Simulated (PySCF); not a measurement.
C3H2O, SMILES O=C=C=C. Atoms are numbered in the order given.

```xyz
6

C     -0.0900    -1.8599     0.0000
C      0.2489    -0.5679     0.0000
C     -0.0051     0.7120     0.0000
O     -0.0568     1.8949     0.0000
H      0.6751    -2.6601     0.0000
H     -1.1442    -2.2043     0.0000
```
Charge 0, spin multiplicity 1.

Geometry: PBE-D3(BJ)/def2-SVP.

Level of theory: PBE-D3(BJ)/def2-SVP in PySCF.

Harmonic, unscaled wavenumbers; measured fundamentals usually lie a few per cent lower.

Computed harmonic wavenumbers and intensities:
```csv
mode,ν (cm⁻¹),IR (km/mol),moving atoms (share of kinetic energy)
1,132,18.2,"C 69 %, H 21 %, O 10 %"
2,258,0.5,"C 49 %, H 33 %, O 18 %"
3,461,11.5,"C 80 %, O 20 %"
4,674,17.8,"C 80 %, H 12 %"
5,927,5.2,"C 52 %, O 34 %, H 14 %"
6,966,17.9,"H 73 %, C 27 %"
7,1012,6.7,"H 71 %, C 28 %"
8,1407,1.6,"H 87 %, C 11 %"
9,1746,12.2,"C 80 %, O 17 %"
10,2236,702.3,"C 85 %, O 14 %"
11,3000,27.8,H 95 %
12,3083,7.8,"H 89 %, C 11 %"
```
